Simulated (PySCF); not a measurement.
How good is the calculation?

Atoms are numbered as in `[OH:1][CH:2]1[CH2:3][CH2:4][CH2:5][CH2:6][CH2:7]1` (H(Xn): hydrogen on atom n). Ha(C3), Ha(C4), Ha(C5), Ha(C6), Ha(C7) are cis to O1 on the ring; Hb(C3), Hb(C4), Hb(C5), Hb(C6), Hb(C7) are trans to O1 on the ring.

Measured values that the calculation should reproduce:  Coupling constants: ¹J(C2,C3) 35.8 Hz, ¹J(C3,C4) 33.0 Hz.

PySCF 2.14.0 with density-fitted response routines calculation with GIAO PBE/pcSseg-1 shieldings, couplings computed with B3LYP/pcJ-1 (without the spin–dipole term) and geometry from PBE0-D3(BJ)/def2-SVP; one computed conformer, non-relativistic Hamiltonian, equivalent nuclei averaged, in vacuum.

Question: What does the calculation give, and how does it compare?

Answer: 
Coupling constants in Hz:
```tsv
coupling	reference	computed	source
¹J(C2,C3)	35.8	35.8	measured; liquid or solution; F. J. Weigert, PhD thesis, Caltech 1968 (Carbon-13 magnetic resonance spectroscopy)
¹J(C3,C4)	33.0	33.5	measured; liquid or solution; F. J. Weigert, PhD thesis, Caltech 1968 (Carbon-13 magnetic resonance spectroscopy)
```

2 of the 10 published NMR values on file for this molecule are compared.
